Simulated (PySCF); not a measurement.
## Spinor energies of Pr³⁷⁺ (praseodymium, charge +37)

Start: [Ar] 3d4; 3d3/2 filled at m_j = -3/2, -1/2, +1/2, +3/2. Calculated with PySCF 2.14 in an even-tempered Gaussian basis (16 s from 7.3 bohr⁻², ratio 2.8; 12 p from 9.5 bohr⁻², ratio 2.8; 8 d from 9.5 bohr⁻², ratio 2.8; 3 f from 32 bohr⁻², ratio 3): generalised Hartree-Fock with the X2C-1e Hamiltonian and a Gaussian nucleus; one run each with spin-orbit coupling (SO) switched off, then screened by Boettger's factors.

```tsv
spinor shell	electrons	ε, spin-free (eV)	ε, screened SO (eV)	weight of nominal j (screened SO)	rms radius, screened SO (bohr)
1s1/2	2	-44079.0	-44070.0	1.000	0.0275
2s1/2	2	-8728.7	-8724.6	1.000	0.111
2p1/2	2	-8006.1	-8356.0	1.000	0.0951
2p3/2	4	-8006.1	-7847.7	1.000	0.101
3s1/2	2	-3122.4	-3121.1	1.000	0.276
3p1/2	2	-2885.1	-2978.9	1.000	0.265
3d3/2	4	-2626.0	-2631.1	1.000	0.241
```

Where does 3p3/2 lie, and what is the 3p spin-orbit splitting (screened SO)?

At -2841.9 eV, 136.98 eV above 3p1/2.

```csv
quantity,spin-free,screened SO
E (hartree),-8215.20105,-8220.94674
M_J,0,0
⟨J²⟩,4.001,0.000
⟨L²⟩,6.001,2.422
⟨S²⟩,6.000,2.422
```

Breit and QED terms are absent; they matter most for the inner s and p1/2 levels.

Densities and radii are taken from the X2C orbitals without a picture-change correction, which distorts them close to the nucleus.

Without spin-orbit coupling the j labels of p, d and f shells carry no meaning; the spin-free column gives the mean over the occupied spinors of each nl shell, and its ⟨J²⟩ belongs to a mixture of degenerate components.
